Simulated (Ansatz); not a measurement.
Cost and result for the atomization energy of C$_{3}$H$_{3}$F$_{3}$O, SMILES `O=CCC(F)(F)F` (10 atoms, 9 bonds).

Cartesian coordinates in Å:
```
O 0.079 2.059 -1.375
C 0.030 0.891 -1.120
C 0.482 0.324 0.205
C -0.356 -0.839 0.665
F -0.310 -1.854 -0.210
F 0.063 -1.307 1.844
F -1.642 -0.493 0.803
H -0.329 0.153 -1.865
H 1.509 -0.039 0.089
H 0.475 1.107 0.963
```

Charge 0, multiplicity 1. Geometry: relaxed with PBE0-D4/def2-TZVP. It is one conformer, not always the lowest. Program: Ansatz. All runs use 4 threads of a server CPU on a shared host. Times are those of one run each, without the atoms' runs, and a repeat can differ threefold. Electronic energies, without spin–orbit coupling; frozen cores. CCSD(T)/CBS adds CCSD(T) − MP2 in def2-TZVPP to the MP2 limit, and its time is that of the two runs behind it. T1 = 0.013. HSE06 is the plane-wave form, built on full-range PBE exchange.

CCSD(T)/CBS is a level of theory with its own doubt, some kJ/mol a heavy atom from the limit and from the frozen cores, so smaller differences don't rank the functionals.

```
                             level  functions  wall time
            LDA (SPW92)/def2-TZVPP        259      1.1 s
   PBE-D4/def2-TZVPP (with forces)        259      2.2 s
               HSE06-D4/def2-TZVPP        259      2.9 s
           CAM-B3LYP-D4/def2-TZVPP        259      3.2 s
r2SCAN-D4/def2-TZVPP (with forces)        259      3.9 s
             r2SCANh-D4/def2-TZVPP        259      4.1 s
                 B2PLYP/def2-TZVPP        259      5.5 s
                ωB97X-V/def2-TZVPP        259        6 s
                 B97M-V/def2-TZVPP        259        7 s
                  CCSD(T)/def2-SVP        113       10 s
                    MP2/def2-QZVPP        489       23 s
                CCSD(T)/def2-TZVPP        259    4.5 min
                 CCSD(T)/CBS(def2)          –    4.8 min
```

(1) What atomization energy does each give, and how far from CCSD(T)/CBS? (Estimate.)

## Answers

(1) The calculation gave: 
```tsv
level	atomization (kcal/mol)	difference from CCSD(T)/CBS	per bond
LDA (SPW92)/def2-TZVPP	1215.4	202.0	22.4
PBE-D4/def2-TZVPP (with forces)	1059.6	46.2	5.1
HSE06-D4/def2-TZVPP	1023.6	10.2	1.1
CAM-B3LYP-D4/def2-TZVPP	1020.8	7.4	0.8
r2SCAN-D4/def2-TZVPP (with forces)	1022.0	8.6	1.0
r2SCANh-D4/def2-TZVPP	1009.7	-3.7	-0.4
B2PLYP/def2-TZVPP	1004.0	-9.4	-1.1
ωB97X-V/def2-TZVPP	1018.3	4.9	0.5
B97M-V/def2-TZVPP	1015.3	1.9	0.2
CCSD(T)/def2-SVP	970.6	-42.8	-4.8
MP2/def2-QZVPP	1041.5	28.1	3.1
CCSD(T)/def2-TZVPP	986.2	-27.2	-3.0
CCSD(T)/CBS(def2)	1013.4	0.0	0.0
```

From r2SCAN to r2SCAN0 (25 % exact exchange), in def2-TZVPP and without D4, the atomization energy moves by −30.1 kcal/mol: exact exchange takes away binding that semilocal exchange gives to molecules. The D4 term adds +6.7 kcal/mol with B3LYP and +3.5 kcal/mol with PBE0; it sums over pairs of atoms, weighted by their polarisabilities, and B3LYP, whose exchange is more repulsive, gets the larger term. Leaving LDA and LC-ωPBE aside and taking each functional with its dispersion term where it has one, the values, not all of them listed here, spread over 99.7 kcal/mol, from BHLYP-D4 to PBE-D4. LDA lies +160.0 kcal/mol from PBE without D4, its usual overbinding.

B3LYP here is the variant with VWN-RPA as its local correlation; programs differ in this.
